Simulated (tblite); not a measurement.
Species: C6H5F3O.
SMILES with atom numbers: `[CH2:1]=[CH:2][C:3]1([O:4][C:5]([F:6])([F:7])[F:8])[CH:9]=[CH:10]1` (hydrogens: H11, H12 on C1; H13 on C2; H14 on C9; H15 on C10)

Computed with GFN2-xTB (tblite), gas phase: Langevin dynamics at 300 K from the optimised GFN2-xTB geometry, time step 0.5 fs, friction 0.01 fs⁻¹, 2000 steps. The instantaneous temperature is 2·E(kin)/(3Nk) with all 3N coordinates.

| t (fs) | T (K) | E(pot) above start (eV) | C1=C2 (Å) | C2–C3 (Å) | C3–O4 (Å) | O4–C5 (Å) | C5–F6 (Å) | C1–H11 (Å) | C1–C2–C3–O4 (°) |
| --- | --- | --- | --- | --- | --- | --- | --- | --- | --- |
| 0 | 239 | 0.000 | 1.322 | 1.475 | 1.457 | 1.309 | 1.331 | 1.075 | -3 |
| 25 | 120 | 0.357 | 1.320 | 1.460 | 1.458 | 1.303 | 1.338 | 1.111 | -5 |
| 50 | 202 | 0.367 | 1.301 | 1.478 | 1.504 | 1.300 | 1.339 | 1.060 | -4 |
| 75 | 291 | 0.348 | 1.326 | 1.456 | 1.508 | 1.293 | 1.358 | 1.088 | -17 |
| 100 | 193 | 0.498 | 1.324 | 1.473 | 1.416 | 1.293 | 1.336 | 1.083 | -7 |
| 125 | 184 | 0.365 | 1.312 | 1.522 | 1.433 | 1.303 | 1.305 | 1.079 | -20 |
| 150 | 264 | 0.444 | 1.326 | 1.459 | 1.534 | 1.301 | 1.349 | 1.082 | -19 |
| 175 | 212 | 0.542 | 1.361 | 1.463 | 1.435 | 1.320 | 1.352 | 1.066 | -20 |
| 200 | 349 | 0.380 | 1.322 | 1.482 | 1.500 | 1.322 | 1.330 | 1.077 | 5 |
| 225 | 288 | 0.597 | 1.326 | 1.542 | 1.474 | 1.333 | 1.300 | 1.087 | 6 |
| 250 | 381 | 0.396 | 1.356 | 1.493 | 1.369 | 1.360 | 1.324 | 1.054 | 18 |
| 275 | 274 | 0.526 | 1.333 | 1.468 | 1.467 | 1.354 | 1.347 | 1.108 | 17 |
| 300 | 240 | 0.556 | 1.310 | 1.438 | 1.532 | 1.304 | 1.312 | 1.062 | 19 |
| 325 | 318 | 0.424 | 1.321 | 1.432 | 1.480 | 1.336 | 1.310 | 1.067 | 19 |
| 350 | 258 | 0.466 | 1.344 | 1.428 | 1.449 | 1.327 | 1.283 | 1.105 | 18 |
| 375 | 200 | 0.467 | 1.338 | 1.489 | 1.474 | 1.311 | 1.294 | 1.079 | 15 |
| 400 | 251 | 0.435 | 1.302 | 1.483 | 1.409 | 1.299 | 1.359 | 1.046 | 22 |
| 425 | 280 | 0.364 | 1.293 | 1.486 | 1.492 | 1.298 | 1.349 | 1.138 | 18 |
| 450 | 236 | 0.380 | 1.344 | 1.452 | 1.479 | 1.299 | 1.335 | 1.119 | 12 |
| 475 | 287 | 0.357 | 1.359 | 1.475 | 1.490 | 1.335 | 1.351 | 1.065 | -2 |
| 500 | 228 | 0.543 | 1.324 | 1.520 | 1.463 | 1.356 | 1.288 | 1.063 | -13 |
| 525 | 256 | 0.676 | 1.288 | 1.498 | 1.462 | 1.374 | 1.327 | 1.062 | -38 |
| 550 | 368 | 0.477 | 1.346 | 1.483 | 1.436 | 1.341 | 1.346 | 1.132 | -29 |
| 575 | 330 | 0.674 | 1.362 | 1.454 | 1.491 | 1.355 | 1.350 | 1.057 | -26 |
| 600 | 303 | 0.682 | 1.298 | 1.455 | 1.547 | 1.327 | 1.354 | 1.042 | -35 |
| 625 | 389 | 0.481 | 1.309 | 1.470 | 1.468 | 1.311 | 1.284 | 1.137 | -41 |
| 650 | 241 | 0.664 | 1.340 | 1.511 | 1.437 | 1.301 | 1.278 | 1.080 | -30 |
| 675 | 271 | 0.461 | 1.332 | 1.475 | 1.460 | 1.292 | 1.316 | 0.993 | -31 |
| 700 | 362 | 0.464 | 1.324 | 1.503 | 1.504 | 1.292 | 1.342 | 1.140 | -5 |
| 725 | 272 | 0.534 | 1.339 | 1.446 | 1.474 | 1.289 | 1.374 | 1.125 | -6 |
| 750 | 419 | 0.501 | 1.314 | 1.524 | 1.464 | 1.287 | 1.433 | 1.031 | 9 |
| 775 | 415 | 0.469 | 1.335 | 1.480 | 1.464 | 1.283 | 1.365 | 1.151 | 11 |
| 800 | 400 | 0.520 | 1.346 | 1.476 | 1.419 | 1.313 | 1.330 | 1.073 | 19 |
| 825 | 350 | 0.451 | 1.307 | 1.477 | 1.519 | 1.286 | 1.254 | 1.039 | 16 |
| 850 | 312 | 0.637 | 1.301 | 1.441 | 1.520 | 1.292 | 1.292 | 1.126 | 22 |
| 875 | 309 | 0.494 | 1.351 | 1.452 | 1.479 | 1.340 | 1.413 | 1.121 | 9 |
| 900 | 330 | 0.609 | 1.327 | 1.480 | 1.397 | 1.336 | 1.394 | 1.019 | 12 |
| 925 | 258 | 0.723 | 1.321 | 1.506 | 1.479 | 1.299 | 1.345 | 1.133 | 15 |
| 950 | 417 | 0.419 | 1.339 | 1.476 | 1.469 | 1.300 | 1.287 | 1.058 | -3 |
| 975 | 251 | 0.564 | 1.346 | 1.516 | 1.458 | 1.306 | 1.327 | 1.049 | 1 |
| 1000 | 181 | 0.762 | 1.299 | 1.543 | 1.500 | 1.302 | 1.360 | 1.138 | -8 |

**Question.** From 500 fs on, how do temperature and potential energy compare with equipartition?

**Answer.** The mean temperature of these 21 frames is 317 K against the target 300 K, and the mean potential energy 0.56 eV against 39 × kT/2 = 0.50 eV for 39 classical harmonic modes. For 15 atoms in a canonical ensemble the temperature itself scatters by T·√(2/(3N)) = 63 K; here its standard deviation is 68 K. The whole run lasts only 10 friction times of 100 fs, so these averages carry a wide statistical error.

**Question.** What are the kinetic and total energies of the listed frame with the highest potential energy?

**Answer.** The one at 1000 fs, 0.762 eV above the start. Its kinetic energy is 3NkT/2 = 0.351 eV at 181 K, so the sum is 1.11 eV; over the listed frames the sum runs from 0.46 to 1.31 eV, since the thermostat adds and removes energy.

**Question.** How much do the listed bonds fluctuate from 500 fs on?

**Answer.** 
```tsv
bond	at the start (Å)	mean (Å)	standard deviation (Å)
C1=C2	1.322	1.326	0.020
C2–C3	1.475	1.485	0.027
C3–O4	1.457	1.472	0.034
O4–C5	1.309	1.313	0.026
C5–F6	1.331	1.336	0.045
C1–H11	1.075	1.084	0.047
```

The motion is classical and holds no zero-point motion.

The cost below is that of the whole dynamics run. The run took 10 s on one thread of an INTEL XEON PLATINUM 8581C at 2.30 GHz, no GPU, on a shared host, and the process peaked at 0.18 GiB of memory.
